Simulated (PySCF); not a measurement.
Gas-phase reaction: 2 GeH₃ + 2 C₂H₄ + C₄H₁₀ (n-butane) ⇌ 2 Ge(CH₃)₄

Energies from PySCF (xtb for GFN2), thermal terms from the rigid-rotor harmonic-oscillator model, ideal gas at 1 bar. † marks an energy on the PBE0/def2-TZVP geometry and frequencies; other levels use their own. Open shells (unrestricted): GeH₃ (multiplicity 2); the rest are closed-shell singlets. GFN2 has no spin-polarisation term. Ge: all electrons, no relativistic terms. GeH₃: computed as isolated molecules; such fragments, hydroxides, amides, oligomers or adducts are transient or little studied in the gas.

r2SCAN/def2-TZVP† gives ΔH°(298 K) = -639 kJ.

Problem. What do PBE0/def2-TZVP, GFN2-xTB, LDA/def2-TZVP† give?

Solution. PBE0/def2-TZVP: -637 kJ; GFN2-xTB: -411 kJ; LDA/def2-TZVP†: -719 kJ. For scale, ΔH°(298 K) is -639 kJ at this level, -646 kJ at ωB97M-V/def2-TZVP†, and runs from -719 to -411 kJ over the 18 levels computed.
